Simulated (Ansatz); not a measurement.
The same path of H2 + H2O2Zn (7 atoms, charge 0, multiplicity 1) was run twice with different band settings. Lost on the way: H6–H7. Made: Zn1–H6, O2–H7.

Theory: RKS BLYP-D4/def2-SVP in Ansatz.

Relaxed end points:

```xyz
7
Properties=species:S:1:pos:R:3
Zn -0.505 -0.014 -0.171
O -0.258 0.345 1.574
H -0.475 -0.431 2.129
O -0.855 -0.180 -1.916
H -0.058 -0.465 -2.407
H 2.607 -0.822 1.844
H 1.923 -0.474 1.775
```

```xyz
7
Properties=species:S:1:pos:R:3
Zn 1.360 -0.314 0.024
O -0.075 0.073 1.718
H -0.685 -0.008 0.920
O -0.337 -0.468 -0.706
H -0.489 -0.270 -1.647
H 2.871 -0.331 0.267
H -0.266 -0.723 2.253
```

Common settings: movable images 5; climbing image yes; spring 5.0 eV/Å²; optimiser quadratic models (default); start path through a guess of the saddle point; iteration limit 60; end points relaxed.

| run | force threshold |
| --- | --- |
| 1 | 0.05 eV/Å |
| 2 | 0.2 eV/Å |

Q: What does each run give, and how far can it be trusted?

A: Run 1: converged after 18 iterations, highest image 0.840 eV above the first end. A vibrational analysis at the climbing image gives one clearly imaginary mode, 1122i cm⁻¹: a first-order saddle point.
Run 2: converged after 14 iterations, highest image 0.843 eV above the first end. The threshold of 0.2 eV/Å is loose, so the images may lie well off the minimum-energy path. Another band between the same ends (5 images) ends at a top of the same energy, where a vibrational analysis finds 1 clearly imaginary mode.
The orbitals stay closed-shell, which can raise the energy where a bond breaks towards radicals; this wasn't checked here.
